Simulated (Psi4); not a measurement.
C4H12Ge, charge +1, doublet, geometry from GFN2-xTB (a state made from the parent by changing its charge; the spin is typed, not shown lowest); Psi4 1.11 with HF/STO-3G.

Psi4 was given this input:
```
memory 2 GB

molecule mol {
1 2
Ge    1.220587    0.603514   -0.049335
C    -0.200956   -0.463597    1.073594
C    -1.431339   -0.740747    0.282943
C    -1.305156   -1.849408   -0.741809
C    -2.149528    0.490035   -0.244666
H     2.483715    0.536203    0.746309
H     1.240500   -0.182437   -1.332231
H     0.660739    1.984513   -0.198040
H    -0.358440    0.211866    1.915340
H     0.327602   -1.362662    1.389131
H    -2.107086   -1.150043    1.071728
H    -0.711361   -1.502284   -1.592182
H    -2.279388   -2.134615   -1.132880
H    -0.821067   -2.730634   -0.327461
H    -1.600340    0.885421   -1.104927
H    -2.219877    1.268983    0.511655
H    -3.151928    0.245530   -0.588106
}

set {
  basis sto-3g
  reference uhf
  scf_type pk
  puream true
  d_convergence 1e-8
}

energy('scf')
print_variables()
```

Output, abridged:

```
   => Loading Basis Set <=

    Name: STO-3G
    Role: ORBITAL
    Keyword: BASIS

         ---------------------------------------------------------
                                   SCF
               by Justin Turney, Rob Parrish, Andy Simmonett
                          and Daniel G. A. Smith
                              UHF Reference
         ---------------------------------------------------------

  ==> Geometry <==

    Molecular point group: c1
    Full point group: C1

    Geometry (in Angstrom), charge = 1, multiplicity = 2:

       Center              X                  Y                   Z               Mass
    ------------   -----------------  -----------------  -----------------  -----------------
         GE           1.067024071679     0.529739099511    -0.050433067887    73.921177761000
         C           -0.354518928321    -0.537371900489     1.072495932113    12.000000000000
         C           -1.584901928321    -0.814521900489     0.281844932113    12.000000000000
         C           -1.458718928321    -1.923182900489    -0.742907067887    12.000000000000
         C           -2.303090928321     0.416260099511    -0.245764067887    12.000000000000
         H            2.330152071679     0.462428099511     0.745210932113     1.007825032230
         H            1.086937071679    -0.256211900489    -1.333329067887     1.007825032230
         H            0.507176071679     1.910738099511    -0.199138067887     1.007825032230
         H           -0.512002928321     0.138091099511     1.914241932113     1.007825032230
         H            0.174039071679    -1.436436900489     1.388032932113     1.007825032230
         H           -2.260648928321    -1.223817900489     1.070629932113     1.007825032230
         H           -0.864923928321    -1.576058900489    -1.593280067887     1.007825032230
         H           -2.432950928321    -2.208389900489    -1.133978067887     1.007825032230
         H           -0.974629928321    -2.804408900489    -0.328559067887     1.007825032230
         H           -1.753902928321     0.811646099511    -1.106025067887     1.007825032230
         H           -2.373439928321     1.195208099511     0.510556932113     1.007825032230
         H           -3.305490928321     0.171755099511    -0.589204067887     1.007825032230

  Running in c1 symmetry.

  Rotational constants: A =      0.17547  B =      0.05167  C =      0.04827 [cm^-1]
  Rotational constants: A =   5260.56371  B =   1549.04495  C =   1446.96631 [MHz]
  Nuclear repulsion =  361.604362846271670

  Charge       = 1
  Multiplicity = 2
  Electrons    = 67
  Nalpha       = 34
  Nbeta        = 33

  ==> Algorithm <==

  SCF Algorithm Type is PK.
  DIIS enabled.
  MOM disabled.
  Fractional occupation disabled.
  Guess Type is SAD.
  Energy threshold   = 1.00e-06
  Density threshold  = 1.00e-08
  Integral threshold = 1.00e-12

  ==> Primary Basis <==

  Basis Set: STO-3G
    Blend: STO-3G
    Number of shells: 32
    Number of basis functions: 50
    Number of Cartesian functions: 51
    Spherical Harmonics?: true
    Max angular momentum: 2

  ==> Integral Setup <==

  Using in-core PK algorithm.
   Calculation information:
      Number of atoms:                  17
      Number of AO shells:              32
      Number of primitives:             96
      Number of atomic orbitals:        51
      Number of basis functions:        50

      Integral cutoff                 1.00e-12
      Number of threads:                 1

  Performing in-core PK
  Using 1626900 doubles for integral storage.
  We computed 126629 shell quartets total.
  Whereas there are 139656 unique shell quartets.

  ==> DiskJK: Disk-Based J/K Matrices <==

    J tasked:                  Yes
    K tasked:                  Yes
    wK tasked:                  No
    Schwarz Cutoff:          1E-12

  Minimum eigenvalue in the overlap matrix is 1.9755430957E-01.
  Reciprocal condition number of the overlap matrix is 7.5315898781E-02.
    Using symmetric orthogonalization.

  ==> Pre-Iterations <==

  SCF Guess: Superposition of Atomic Densities via on-the-fly atomic UHF (no occupation information).

   -------------------------
    Irrep   Nso     Nmo
   -------------------------
     A         50      50
   -------------------------
    Total      50      50
   -------------------------

  ==> Iterations <==

                        Total Energy        Delta E     RMS |[F,P]|

   @UHF iter SAD: -2201.53128614053003   -2.20153e+03   0.00000e+00
   @UHF iter   1: -2207.59739285133992   -6.06611e+00   1.43971e-02 ADIIS/DIIS
   @UHF iter   2: -2208.02392034882632   -4.26527e-01   5.04456e-03 ADIIS/DIIS
   @UHF iter   3: -2208.09185624426846   -6.79359e-02   1.63822e-03 ADIIS/DIIS
   @UHF iter   4: -2208.10945814612842   -1.76019e-02   8.50242e-04 ADIIS/DIIS
   @UHF iter   5: -2208.11651807499084   -7.05993e-03   4.30541e-04 ADIIS/DIIS
   @UHF iter   6: -2208.11827565476551   -1.75758e-03   1.89162e-04 ADIIS/DIIS
   @UHF iter   7: -2208.11862174108410   -3.46086e-04   7.89578e-05 DIIS
   @UHF iter   8: -2208.11867483260812   -5.30915e-05   3.36348e-05 DIIS
   @UHF iter   9: -2208.11868335711642   -8.52451e-06   1.25021e-05 DIIS
   @UHF iter  10: -2208.11868463265273   -1.27554e-06   5.85337e-06 DIIS
   @UHF iter  11: -2208.11868506361134   -4.30959e-07   2.83699e-06 DIIS
   @UHF iter  12: -2208.11868516849563   -1.04884e-07   1.05912e-06 DIIS
   @UHF iter  13: -2208.11868517692892   -8.43329e-09   4.20970e-07 DIIS
   @UHF iter  14: -2208.11868517800212   -1.07320e-09   1.84720e-07 DIIS
   @UHF iter  15: -2208.11868517823996   -2.37833e-10   6.02792e-08 DIIS
   @UHF iter  16: -2208.11868517826861   -2.86491e-11   2.25954e-08 DIIS
   @UHF iter  17: -2208.11868517827224   -3.63798e-12   8.75345e-09 DIIS
  Energy and wave function converged.

  ==> Post-Iterations <==

   @Spin Contamination Metric:   6.435950584E-03
   @S^2 Expected:                7.500000000E-01
   @S^2 Observed:                7.564359506E-01
   @S   Expected:                5.000000000E-01
   @S   Observed:                5.000000000E-01

    Orbital Energies [Eh]
    ---------------------

    Alpha Occupied:

       1A   -400.853327     2A    -50.695434     3A    -45.761290
       4A    -45.758317     5A    -45.758294     6A    -11.327584
       7A    -11.273657     8A    -11.214403     9A    -11.209248
      10A     -6.774609    11A     -4.821661    12A     -4.812245
      13A     -4.812072    14A     -1.289269    15A     -1.141855
      16A     -1.076217    17A     -0.964003    18A     -0.958569
      19A     -0.957150    20A     -0.956149    21A     -0.949704
      22A     -0.949684    23A     -0.892945    24A     -0.827949
      25A     -0.813318    26A     -0.757679    27A     -0.696476
      28A     -0.682365    29A     -0.676699    30A     -0.667839
      31A     -0.655326    32A     -0.647510    33A     -0.626288
      34A     -0.591888

    Alpha Virtual:

      35A      0.100761    36A      0.251394    37A      0.297489
      38A      0.299864    39A      0.366938    40A      0.393537
      41A      0.433121    42A      0.463667    43A      0.526486
      44A      0.534637    45A      0.555060    46A      0.578353
      47A      0.600159    48A      0.608398    49A      0.618761
      50A      0.636044

    Beta Occupied:

       1A   -400.852828     2A    -50.694882     3A    -45.759240
       4A    -45.758067     5A    -45.758031     6A    -11.313631
       7A    -11.274459     8A    -11.214033     9A    -11.209120
      10A     -6.772405    11A     -4.813797    12A     -4.811820
      13A     -4.811695    14A     -1.260023    15A     -1.098973
      16A     -1.074955    17A     -0.955722    18A     -0.955200
      19A     -0.953227    20A     -0.949566    21A     -0.949508
      22A     -0.930909    23A     -0.861521    24A     -0.812085
      25A     -0.790063    26A     -0.751493    27A     -0.692474
      28A     -0.675494    29A     -0.659824    30A     -0.648729
      31A     -0.639969    32A     -0.624754    33A     -0.617323

    Beta Virtual:

      34A     -0.225114    35A      0.203169    36A      0.272035
      37A      0.309109    38A      0.312723    39A      0.390176
      40A      0.403593    41A      0.441870    42A      0.485823
      43A      0.534309    44A      0.540149    45A      0.560641
      46A      0.581538    47A      0.607882    48A      0.609799
      49A      0.621103    50A      0.642813

    Final Occupation by Irrep:
              A
    DOCC [    33 ]
    SOCC [     1 ]
    NA   [    34 ]
    NB   [    33 ]

  @UHF Final Energy: -2208.11868517827224

   => Energetics <=

    Nuclear Repulsion Energy =            361.6043628462716697
    One-Electron Energy =               -3794.6492525276817105
    Two-Electron Energy =                1224.9262045031377966
    Total Energy =                      -2208.1186851782722442

  UHF NO Occupations:
  HONO-2 :   32  A 1.9993061
  HONO-1 :   33  A 1.9983320
  HONO-0 :   34  A 1.0000000
  LUNO+0 :   35  A 0.0016680
  LUNO+1 :   36  A 0.0006939
  LUNO+2 :   37  A 0.0004557
  LUNO+3 :   38  A 0.0002088

Computation Completed

Properties will be evaluated at   0.000000,   0.000000,   0.000000 [a0]

Properties computed using the SCF density matrix

 Multipole Moments:

 ------------------------------------------------------------------------------------
     Multipole            Electronic (a.u.)      Nuclear  (a.u.)        Total (a.u.)
 ------------------------------------------------------------------------------------

 L = 1.  Multiply by 2.5417464519 to convert [e a0] to [Debye]
 Dipole X            :         19.8209854          -19.7330874            0.0878980
 Dipole Y            :          9.3255579           -9.4802008           -0.1546429
 Dipole Z            :          0.8474482           -0.1411259            0.7063223
 Magnitude           :                                                    0.7283761

 ------------------------------------------------------------------------------------

  Variable Map:
  ----------------------------------------------------------------------------
  "CURRENT ENERGY"           =>   -2208.118685178272
  "CURRENT REFERENCE ENERGY" =>   -2208.118685178272
  "DD SOLVATION ENERGY"      =>       0.000000000000
  "HF KINETIC ENERGY"        =>    2205.817631198373
  "HF POTENTIAL ENERGY"      =>   -4413.936316376645
  "HF TOTAL ENERGY"          =>   -2208.118685178272
  "HF VIRIAL RATIO"          =>       2.001043175078
  "NUCLEAR REPULSION ENERGY" =>     361.604362846272
  "ONE-ELECTRON ENERGY"      =>   -3794.649252527682
  "PCM POLARIZATION ENERGY"  =>       0.000000000000
  "PE ENERGY"                =>       0.000000000000
  "SCF ITERATION ENERGY"     =>   -2208.118685178272
  "SCF ITERATIONS"           =>      17.000000000000
  "SCF TOTAL ENERGY"         =>   -2208.118685178272
  "TWO-ELECTRON ENERGY"      =>    1224.926204503138

  Array Variable Map:
  ----------------------------------------------------------------------------
  "CURRENT DIPOLE"           =>       0.087898023108 ... 0.706322304054 1 by 3
  "SCF DIPOLE"               =>       0.087898023108 ... 0.706322304054 1 by 3
  "SCF TOTAL ENERGIES"       =>   -2201.531286140530 ... -2208.118685178272 1 by 18
```
